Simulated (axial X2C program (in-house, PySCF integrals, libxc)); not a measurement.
## How the levels of YbS⁺ (f12 s1 orbitals) move with the bond length

Computed with an axial X2C code built on PySCF integrals: two-component X2C with atomic mean-field Coulomb terms (Gaunt term off), basis Yb dyall-v3z, S dyall-v3z (cores contracted in-house). Orbitals come from Hartree–Fock averaged over the configuration Yb f12 s1; CI then distributes these electrons over the f, s shells of Yb.

At R = 2.126 Å:

```csv
Ω,energy (cm⁻¹),g∥,configuration
1/2,0,1.30,100% f12 s1
3/2,130,3.88,100% f12 s1
5/2,385,6.40,100% f12 s1
7/2,761,8.88,100% f12 s1
9/2,1275,11.34,100% f12 s1
1/2,1484,1.07,100% f12 s1
3/2,1644,3.23,100% f12 s1
5/2,1962,5.42,100% f12 s1
11/2,2032,13.73,100% f12 s1
7/2,2440,7.62,100% f12 s1
9/2,3066,9.82,100% f12 s1
13/2,3406,15.99,100% f12 s1
11/2,3916,12.00,100% f12 s1
7/2,8291,8.31,100% f12 s1
```

g∥ is the magnitude of 2⟨Lz + ge Sz⟩ for the +Ω component. The lowest 14 levels at most are listed.

At R = 2.052 Å:

```tsv
Ω	energy (cm⁻¹)	g∥	configuration
1/2	0	1.30	100% f12 s1
3/2	128	3.88	100% f12 s1
5/2	376	6.40	100% f12 s1
7/2	735	8.87	100% f12 s1
9/2	1226	11.34	100% f12 s1
1/2	1464	1.07	100% f12 s1
3/2	1600	3.22	100% f12 s1
5/2	1890	5.42	100% f12 s1
11/2	1967	13.74	100% f12 s1
7/2	2352	7.63	100% f12 s1
9/2	2990	9.83	100% f12 s1
13/2	3394	15.99	100% f12 s1
11/2	3898	12.00	100% f12 s1
7/2	8206	8.37	100% f12 s1
```

The lowest level lies 925 cm⁻¹ above the lowest at the first distance.

Question: How does the gap from the lowest to the fifth level change between the two distances?

Answer: From 1275 to 1226 cm⁻¹, a factor of 0.96.

Dynamic correlation is missing, so gaps between terms are too wide and other configurations may lie lower; the lowest level listed is that of this model, not necessarily the ground state. At most 4 roots were kept for each Ω > 0 (twice that for Ω = 0) within 2.2 eV of the lowest, so higher up levels can be missing between those listed; levels with Ω > 0 are doubly degenerate and listed once, Ω = 0 levels singly.
